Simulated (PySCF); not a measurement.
**Running PySCF for RbBr⁻**

The script input.py:

```python
from pyscf import gto, dft

mol = gto.M(
    atom='Rb 0 0 0; Br 0 0 2.741',
    basis='sbkjc',
    ecp={'Rb': 'sbkjc', 'Br': 'sbkjc'},
    charge=-1,
    spin=1,
    verbose=3,
)
mf = dft.UKS(mol, xc='lda,vwn')
mf.kernel()
mf.stability(internal=True, external=True)
mf.dip_moment()
print('orbital energies (hartree):', [e[max(0, n-3):n+3].round(4) for e, n in zip(mf.mo_energy, mol.nelec)])
```

```bash
$ python input.py
```

The log (some set-up lines and the per-cycle HOMO/LUMO lines with their warnings removed):

```
converged SCF energy = -13.5787483604054  <S^2> = 0.750166  2S+1 = 2.000166
<class 'pyscf.dft.uks.UKS'> wavefunction is stable in the internal stability analysis
<class 'pyscf.dft.uks.UKS'> wavefunction is stable in the real -> complex stability analysis

WARN: System has nonzero charge -1; the dipole moment is origin-dependent.
Location of origin: [0. 0. 0.]

Dipole moment(X, Y, Z, Debye):  0.00000,  0.00000, -5.07943
orbital energies (hartree): [array([-0.0482, -0.0482,  0.0393,  0.0737,  0.0737,  0.0898]), array([-0.0488, -0.0479, -0.0479,  0.0587,  0.0807,  0.0807])]
```

In short: E(SCF) = -13.578748 Eh, ⟨S²⟩ = 0.750, internal stable; real -> complex stable.

Wall time 2.8 s on one thread of a shared host.

The basis has no diffuse functions, which an anion needs. The bond length is a typed value, not an optimised one. The dipole of an ion depends on the origin. No search for the lowest solution was made.
